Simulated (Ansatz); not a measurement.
Rb₃⁻ was relaxed with PBE0 (def2-TZVPD) in Ansatz in these states: charge -1 quintet, charge -1 singlet, charge -1 triplet. The geometries follow in no particular order.

In the def2 sets Rb takes a core potential; there is no spin–orbit coupling.

A:

```xyz
3

Rb   -4.986   -0.932   -0.151
Rb    0.134    0.035   -0.010
Rb    4.852    0.897    0.162
```

B:

```
atom   x (Å)   y (Å)   z (Å)
 Rb1  -1.861  -3.123   2.963
 Rb2   0.008  -0.009  -0.005
 Rb3   1.853   3.132  -2.958
```

C:

```xyz
3

Rb    5.2893    0.9892    2.7059
Rb   -0.0085   -0.0077    0.0184
Rb   -5.2808   -0.9815   -2.7243
```

Judge from the bond lengths which geometry belongs to which state (an estimate).

A is the charge -1 triplet (Rb1–Rb2 5.212 Å, Rb2–Rb3 4.800 Å); B is the charge -1 singlet (Rb1–Rb2 4.690 Å, Rb2–Rb3 4.690 Å); C is the charge -1 quintet (Rb1–Rb2 6.024 Å, Rb2–Rb3 6.022 Å).

At PBE0/def2-TZVPD the highest occupied level of the charge -1 triplet lies above zero (up to 0.02 eV). The electron is either unbound and held by the finite basis, or the level is raised by self-interaction error. At PBE0/def2-TZVPD the highest occupied level of the charge -1 quintet lies above zero (up to 0.25 eV). At PBE0/def2-TZVPD a singlet lies 0.35 eV below the charge -1 triplet. At PBE0/def2-TZVPD a singlet lies 1.12 eV below the charge -1 quintet. These are the stationary points nearest to one start from a short search; other shapes may lie lower in each state. The charge -1 quintet has come apart into loosely held pieces.
